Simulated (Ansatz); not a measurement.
CH3AlF2S, singlet: a single point away from equilibrium.

in.yaml

```yaml
crystal:
  periodic: [false, false, false]
  atoms:
    - {symbol: C, position_ang: [-0.636100, -0.234900, 1.193300]}
    - {symbol: S, position_ang: [1.088700, -0.344300, 0.650900]}
    - {symbol: Al, position_ang: [0.960200, 0.301300, -1.406100]}
    - {symbol: F, position_ang: [0.694500, -0.756000, -2.667700]}
    - {symbol: F, position_ang: [0.997800, 1.897800, -1.835300]}
    - {symbol: H, position_ang: [-1.306300, -0.994400, 0.620800]}
    - {symbol: H, position_ang: [-0.604700, -0.631600, 2.289200]}
    - {symbol: H, position_ang: [-1.058100, 0.799900, 1.084800]}
basis:
  gaussian: {orbitals: def2-TZVPP}
hamiltonian: {xc: pbe0, dispersion: d4}
output: {forces: true, orbitals: {seedname: orbitals}}
```

Run by:

```bash
ansatz run in.yaml --threads 8 --pin off --events-out ev --progress --plain --max-ram 10444MiB
```

The run's output (Ansatz 0.2.0):

```
Functional definition: PBE0
  name "PBE0"
  cite "Adamo & Barone, J. Chem. Phys. 110, 6158 (1999) doi:10.1063/1.478522"
  cite "Perdew, Burke & Ernzerhof, Phys. Rev. Lett. 77, 3865 (1996) doi:10.1103/PhysRevLett.77.3865"
  parent pbe
  parameter a = 0.25
  parameter kappa = 0.804
  parameter beta = 0.06672455060314922
  exchange = (1 - a)*pbe_x(kappa = kappa, mu = beta*pi^2/3) + a*exact_x
  correlation = pbe_c(beta = beta)
1284 factors; their error is unknown
mean field evaluation 1: about -23940.2133 eV, gradient 6.3e1 eV
mean field evaluation 2: about -23930.9110 eV, gradient 1.0e2 eV
mean field evaluation 4: about -23946.8854 eV, gradient 3.1e0 eV
mean field evaluation 8: about -23946.9073 eV, gradient 5.1e-2 eV
mean field evaluation 16: about -23946.9401 eV, gradient 1.0e-4 eV
mean field -23946.94011765 eV, -880.0338175046 hartree, gradient 1.2e-5 eV, S^2 0.000000; 0 other end points of the search recorded, 0 dependent functions left out
the calculation of the forces begins
reference -23946.94015012 eV, -880.0338186981 hartree; 28, 28 occupied and 191, 191 virtual orbitals, 1284 factors
Total energy: -23947.08191607 eV, -880.0390285004 hartree
Atom 0 at    -0.636100    -0.234900     1.193300 Å, force    -1.550839    -1.445668     0.572686 eV/Å
Atom 1 at     1.088700    -0.344300     0.650900 Å, force     0.413842    -0.038277     0.005128 eV/Å
Atom 2 at     0.960200     0.301300    -1.406100 Å, force    -0.360790    -0.027648    -0.785282 eV/Å
Atom 3 at     0.694500    -0.756000    -2.667700 Å, force     0.195899     0.489469     0.605971 eV/Å
Atom 4 at     0.997800     1.897800    -1.835300 Å, force     0.042260    -0.422227     0.112877 eV/Å
Atom 5 at    -1.306300    -0.994400     0.620800 Å, force     1.113439     1.386638     0.914195 eV/Å
Atom 6 at    -0.604700    -0.631600     2.289200 Å, force    -0.240861     1.107523    -1.873224 eV/Å
Atom 7 at    -1.058100     0.799900     1.084800 Å, force     0.387049    -1.049809     0.447649 eV/Å
Dipole moment:    -0.224777    -0.084079     0.401220 e Å
```

The lines “mean field evaluation” count trial sets of orbitals through the whole run, from several starts and some on an approximate energy, so they need not fall steadily or lie above the final value.

The run took about 3.2 s on 8 CPU threads of an Arm Neoverse N1 (shared host).
